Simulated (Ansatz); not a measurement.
Al2O3, 5 atoms. Hardware: 4 threads of Arm Neoverse V1 on a shared host.

Correlated methods freeze 13 core orbitals.

Question: How many basis functions does each of these Ansatz runs have, and roughly what does it cost? B3LYP-D4/6-31G, charge 0 singlet, energy; HSE06-D4/def2-TZVP, charge 0 quintet, energy, from earlier orbitals; HF/STO-3G, charge 0 triplet, energy; PBE0-D4/def2-SVP, charge 0 unrestricted singlet, energy with a search over starts; PBE-D4/def2-SVP, charge 0 singlet, relaxation, 3 steps; r2SCAN-D4/def2-TZVP, charge 0 triplet, energy, from earlier orbitals; CCSD(T)/def2-TZVPP, charge 1 doublet at the geometry of the charge 0 singlet, energy, from earlier orbitals; PBE-QIDH/def2-TZVP, charge 0 singlet, energy, from earlier orbitals; PBE with 40 % exact exchange/def2-SVP, charge 0 singlet, energy, from earlier orbitals; PBE-D4/def2-SVP, charge 0 triplet, energy with a search over starts; HSE06-D4/def2-TZVP, charge 0 triplet, energy, from earlier orbitals; PBE-D4/def2-SVP, charge 0 singlet, energy, from earlier orbitals.

Answer: Other jobs shared the machine, so times can vary by a factor of up to 3. A dash marks memory too small to be measured apart from the calling script's.

```tsv
run	functions	fitting or Cholesky vectors	wall time	peak host memory (GiB)
HF/STO-3G, charge 0 triplet, energy	33	405	0.2 s	–
PBE-D4/def2-SVP, charge 0 singlet, energy, from earlier orbitals	78	815	0.55 s	–
B3LYP-D4/6-31G, charge 0 singlet, energy	53	503	0.6 s	–
PBE with 40 % exact exchange/def2-SVP, charge 0 singlet, energy, from earlier orbitals	78	698	0.75 s	–
PBE0-D4/def2-SVP, charge 0 unrestricted singlet, energy with a search over starts	78	698	1.1 s	–
PBE-D4/def2-SVP, charge 0 singlet, relaxation, 3 steps	78	815	1.4 s	–
PBE-QIDH/def2-TZVP, charge 0 singlet, energy, from earlier orbitals	167	1064	2.8 s	–
PBE-D4/def2-SVP, charge 0 triplet, energy with a search over starts	78	815	6 s	–
HSE06-D4/def2-TZVP, charge 0 triplet, energy, from earlier orbitals	167	1011	7 s	0.67
HSE06-D4/def2-TZVP, charge 0 quintet, energy, from earlier orbitals	167	1011	7.5 s	0.67
r2SCAN-D4/def2-TZVP, charge 0 triplet, energy, from earlier orbitals	167	971	13 s	–
CCSD(T)/def2-TZVPP, charge 1 doublet at the geometry of the charge 0 singlet, energy, from earlier orbitals	177	1124	2.2 min	3.9
```
